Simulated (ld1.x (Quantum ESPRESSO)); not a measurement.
## What one change does to a pseudopotential (boron, PAW)

boron (B), PAW, made with ld1.x (Quantum ESPRESSO) 7.5 (BLYP, scalar-relativistic). Core [He], reference 2s1.5 2p1.5. Waves: 2s (bound): rcut 1.30, rcutus 1.65 bohr; 2s channel at -0.3 Ry: rcut 1.30, rcutus 1.65 bohr; 2p (bound): rcut 3.00, rcutus 4.20 bohr; 2p channel at 1.85 Ry: rcut 3.00, rcutus 4.20 bohr; 3d channel at -0.15 Ry: rcut 3.60, rcutus 3.80 bohr; 3d channel at 1.75 Ry: rcut 3.60, rcutus 3.80 bohr. Local part: all-electron potential smoothed inside 3.65 bohr (lloc = -1). Core correction: a·sin(br)/r model core, default radius (ld1.x builds one for every PAW set, though the input has nlcc=.false.). Augmentation charge: PSQ, inside the norm-conserving radii.

All-electron outer shells of the reference configuration (BLYP, scalar-relativistic, ld1.x):

```csv
shell,level (eV),outermost node (bohr),outermost maximum (bohr)
1s,-181.62,–,0.21
2s,-9.55,0.46,1.50
2p,-3.76,–,1.53
```

Change: wave 2p channel at 1.85 Ry: rcut 3.00, rcutus 4.20 bohr becomes 2p channel at 1.29 Ry: rcut 3.00, rcutus 4.20 bohr.

Cutoffs: the cutoffs (Ry, on a coarse ladder) from which the occupation-weighted sum of valence levels, in a spherical-Bessel basis at the reference potential, stays within 10 and 1 mRy of its value at 400 Ry; they do not see the model core or the augmentation charge, which bear on the density cutoff. Errors are all-electron minus pseudo energies relative to the spin-unpolarised reference configuration.

Q: What does the change do?

A: Both files are so soft that the ladder of cutoffs tells neither apart; of the 7 tests that both files solve, the error grows in 0 and shrinks in 3 by more than 15 % and 0.3 meV (median size 5.7 → 1.1 meV); neither file shows a bound ghost.

```tsv
quantity	base	changed
cutoff, loose	6 Ry	6 Ry
cutoff, tight	8 Ry	8 Ry
bound ghosts	none	none
error for 2s2 2p1, meV [ΔE -2.89 eV]	+1.0	+1.1
error for 2s2 2p0, meV [ΔE 5.29 eV]	-1.1	-1.1
error for 2s1 2p0, meV [ΔE 30.64 eV]	-19	-19
error for 2s2 2p1.3, meV [ΔE -3.60 eV]	-7.6	+0.7
error for 2s1 2p1, meV [ΔE 11.34 eV]	-43	+4.1
error for 2s1 2p2, meV [ΔE 2.90 eV]	+0.2	+0.3
error for 2s2 2p0.5, meV [ΔE -0.03 eV]	-5.7	+0.8
s: phases at 4.52 bohr within 0.05 rad from the reference energy up to (Ry; the scan ends near 5)	2.0	2.0
p: phases at 4.52 bohr within 0.05 rad from the reference energy up to (Ry; the scan ends near 5)	-0.1	0.2
d: phases at 4.52 bohr within 0.05 rad from the reference energy up to (Ry; the scan ends near 5)	4.1	4.1
lowest overlap eigenvalue by channel	s 0.79, p 0.90, d 0.94	s 0.79, p 0.79, d 0.94
```
